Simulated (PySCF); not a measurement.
# Ionisation energy of Mn(23+) by level of theory

Mn(23+) 1s2 (1S) → Mn(24+) 1s1 (2S), as a difference of total energies. Computed with PySCF 2.14 in an uncontracted even-tempered set (17 s from 24 bohr⁻², ratio 2.2; 7 p from 37 bohr⁻², ratio 2.4; 4 d from 110 bohr⁻², ratio 2.4; 3 f from 160 bohr⁻², ratio 2.4; 3 g from 250 bohr⁻², ratio 2.4), with scalar relativity by spin-free X2C-1e. Correlated levels: nothing frozen; virtual orbitals above 40 to 60 times the deepest correlated orbital energy dropped. The calculations carry no spin-orbit coupling.

```csv
method,ionisation energy (eV),difference from reference (eV)
UHF,8145.4,+4.6
MP2 (all electrons),8146.7,+5.9
SCS-MP2 (all electrons),8146.9,+6.1
CCSD (all electrons),8146.7,+5.9
```

Reference: 8140.8 eV (theoretical estimate listed by NIST; NIST Atomic Spectra Database, ionization energies).

With two correlated electrons CCSD is exact in that space.
